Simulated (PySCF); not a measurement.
C7H14S2.
Cartesian coordinates in Å at the GFN2-xTB level; atoms count from 1:
```
atom  x, y, z in Å
C1    -1.7012   -1.2518    0.7140
C2    -1.3675   -0.2951   -0.4290
C3    -2.2664    0.9389   -0.3607
C4     0.1249    0.1011   -0.4757
C5     0.9892   -1.0934   -0.8732
S6     2.6529   -0.5910   -1.4234
C7     3.2053    0.1587    0.1309
S8     2.2030    1.5802    0.6352
C9     0.6166    0.7037    0.8363
H10   -2.7432   -1.5554    0.6446
H11   -1.0871   -2.1476    0.6718
H12   -1.5553   -0.7718    1.6784
H13   -1.5810   -0.8081   -1.3745
H14   -2.1733    1.4411    0.5990
H15   -3.3065    0.6475   -0.4856
H16   -2.0124    1.6461   -1.1466
H17    0.2327    0.8627   -1.2575
H18    1.1143   -1.7967   -0.0481
H19    0.5618   -1.6170   -1.7275
H20    4.2189    0.5168   -0.0255
H21    3.1800   -0.5931    0.9192
H22    0.7567   -0.0588    1.6042
H23   -0.0673    1.4655    1.2038
```

Definitions: NICS(0) = −σiso at the ring centroid; NICS(1) = −σiso and NICS(1)zz = −σzz at ±1 Å along the ring normal z. Level: GIAO PBE0/pcSseg-1 (PySCF, non-relativistic, gas phase) on the GFN2-xTB geometry, one conformer.

Ring bond lengths (Å), with Mayer bond orders in brackets: C4–C5 1.527 (0.98), C5–S6 1.823 (1.02), S6–C7 1.812 (0.98), C7–S8 1.811 (0.98), S8–C9 1.824 (1.02), C9–C4 1.525 (0.96).

Question: Give the NICS values of each ring in ppm.

Answer: 
```csv
ring,type,NICS(0),"NICS(1), two faces","NICS(1)zz, two faces",rms pucker (Å),"centre to ring atoms, mean (Å)"
C4–C5–S6–C7–S8–C9,6-membered ring with 2 S; formal bonds all single,-2.6,-1.2 / -2.5,6.3 / 4.3,0.31,1.63
```

Question: What do they say, and how far can they be read as aromaticity?

Answer: 
- C4–C5–S6–C7–S8–C9: mean NICS(1)zz 5.3 ppm, deshielded. C4, C5, C7, C9 have four or more neighbours; no verdict on aromaticity is drawn.

Question: Give the inner angles of the rings and the Hirshfeld charges of the ring atoms.

Answer: 
- C4–C5–S6–C7–S8–C9: C4 110.5° (-0.035 e), C5 112.3° (-0.075 e), S6 97.7° (-0.018 e), C7 113.3° (-0.087 e), S8 97.8° (-0.017 e), C9 112.1° (-0.075 e); sum 643.6° against 720° for a flat convex ring.

Question: How shielded are the nuclei of the rings and their hydrogens (means over atoms taken as equivalent)?

Answer: 
```csv
atoms,environment,σ isotropic (ppm)
C4,sp3 CH carbon,138.1
C5 (×2),sp3 carbon bound to sulfur,146.0
S6 (×2),sulfide sulfur,456.0
C7,sp3 carbon bound to sulfur,141.0
H17,methine hydrogen,29.93
H18 (×2),methylene hydrogen,29.14
H19 (×2),methylene hydrogen,29.25
H20,methylene hydrogen,28.31
H21,methylene hydrogen,27.67
```
